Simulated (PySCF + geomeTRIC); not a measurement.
Species: C$_{2}$H$_{4}$N$_{2}$, SMILES `N=CC=N` (N–C–C–N torsion 180°) (charge 0, multiplicity 1).

Question: Give a relaxed geometry from r2SCAN-D4/def2-TZVP in PySCF + geomeTRIC.

Answer: This is not unique; one that fits is the end point of this relaxation, one of several conformers (outside a Z-matrix the atoms follow the SMILES, hydrogens last).
Z-matrix (Å, degrees):
```
C
N 1 1.2702
H 2 1.0262 1 110.26
H 1 1.0966 2 118.25 3 180.00
C 1 1.4760 4 115.71 2 -180.00
N 5 1.2702 1 125.98 4 0.00
H 6 1.0262 5 110.26 1 0.00
H 5 1.0966 6 118.29 7 -180.00
```
